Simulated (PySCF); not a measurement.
C₃H₈OSi, SMILES C=CC[SiH2]O. Geometry optimised at PBE0-D3(BJ)/def2-SVP. Other conformers were not sampled.

### Question
Give the equilibrium geometry at PBE0-D3(BJ)/def2-SVP (PySCF confirms it by a frequency run) as Cartesian coordinates in Å. (Estimate from the structure and the level; the computed values follow.)

### Answer
One answer among several that fit: 
```xyz
13

Si     0.6711     0.4651     0.9699
O      2.0067     0.0174     0.0755
C     -0.8352    -0.5857     0.5215
C     -0.9877    -0.6533    -0.9624
C     -1.7987     0.1067    -1.7044
H      1.0518     0.2677     2.3967
H      0.3168     1.8996     0.7240
H      1.9607     0.2104    -0.8655
H     -0.7016    -1.5917     0.9528
H     -1.7196    -0.1302     0.9988
H     -0.3308    -1.3684    -1.4746
H     -1.8214     0.0184    -2.7935
H     -2.4755     0.8373    -1.2492
```
Charge 0, spin multiplicity 1.
